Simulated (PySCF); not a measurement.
C2H2O3Si, SMILES O=C1OC(=O)[SiH2]1.

Geometry optimised at B3LYP-D3(BJ)/def2-SVP.

Calculation: B3LYP-D3(BJ)/def2-SVP (PySCF).

Frequencies are harmonic and unscaled.

| mode | ν (cm⁻¹) | IR (km/mol) | Raman (Å⁴/amu) | depolarisation | moving atoms (share of kinetic energy) |
|---|---|---|---|---|---|
| 1 | 135 | 1.3 | 0.0 | – | O 97 % |
| 2 | 340 | 26.5 | 1.7 | 0.75 | H 64 %, C 20 %, O 13 % |
| 3 | 343 | 8.6 | 5.4 | 0.31 | O 74 %, Si 23 % |
| 4 | 383 | 0.7 | 10.5 | 0.75 | O 41 %, Si 36 %, H 12 %, C 12 % |
| 5 | 400 | 0.0 | 9.4 | 0.75 | H 50 %, C 37 %, O 13 % |
| 6 | 550 | 1.7 | 5.8 | 0.67 | O 48 %, C 29 %, Si 22 % |
| 7 | 640 | 1.4 | 15.1 | 0.32 | H 36 %, C 33 %, O 21 %, Si 10 % |
| 8 | 640 | 0.7 | 19.2 | 0.17 | O 37 %, C 29 %, H 20 %, Si 14 % |
| 9 | 682 | 6.2 | 1.6 | 0.75 | C 55 %, H 23 %, Si 11 %, O 11 % |
| 10 | 686 | 0.0 | 5.8 | 0.75 | H 49 %, C 47 % |
| 11 | 795 | 0.1 | 0.2 | 0.75 | O 61 %, C 25 % |
| 12 | 851 | 418.1 | 3.5 | 0.75 | O 38 %, C 33 %, H 23 % |
| 13 | 928 | 109.2 | 10.6 | 0.75 | H 93 % |
| 14 | 1131 | 149.6 | 1.0 | 0.74 | C 58 %, O 41 % |
| 15 | 1890 | 603.0 | 2.5 | 0.75 | C 59 %, O 41 % |
| 16 | 1976 | 87.7 | 24.9 | 0.75 | C 64 %, O 35 % |
| 17 | 2257 | 32.5 | 207.3 | 0.09 | H 98 % |
| 18 | 2277 | 58.6 | 88.1 | 0.75 | H 95 % |
